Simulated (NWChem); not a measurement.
System: Si$_{2}$H$_{4}$OClF; SMILES Cl[Si@@H](F)O[SiH3]

```xyz
9

F      2.0338     0.7973     0.1361
Si     0.5613     0.6316    -0.4962
Cl    -0.7465     1.5570     0.7831
O      0.1982    -0.9483    -0.6146
Si    -0.4093    -2.3039     0.1542
H      0.5392     1.2743    -1.8198
H      0.1809    -2.4236     1.5181
H     -0.0400    -3.4863    -0.6698
H     -1.8921    -2.1921     0.2539
```
Atoms are numbered in this order, from 1.

Computed with NWChem. STO-3G and 3-21G are far too small for this property and stand as cheap habits. Geometry: optimised at PBE0/def2-SVP. Isolated, static molecule.

GIAO at Hartree-Fock/STO-3G: principal shieldings of Si2 are 540.5, 588.3, 621.0 ppm; an isolated tetramethylsilane molecule has σ = 572.7 ppm at the same levels.

**Question.** Find the isotropic 29Si shift, its principal values, the span and the skew.

**Answer.** 
1. σ(iso) = one third of the sum = 583.3 ppm.
2. δ = σ(reference) − σ = -10.6 ppm against tetramethylsilane.
3. δ11, δ22, δ33 = 32.2, -15.6, -48.3 ppm.
4. Span Ω = δ11 − δ33 = 80.5 ppm; skew κ = 3(δ22 − δ(iso))/Ω = -0.19.
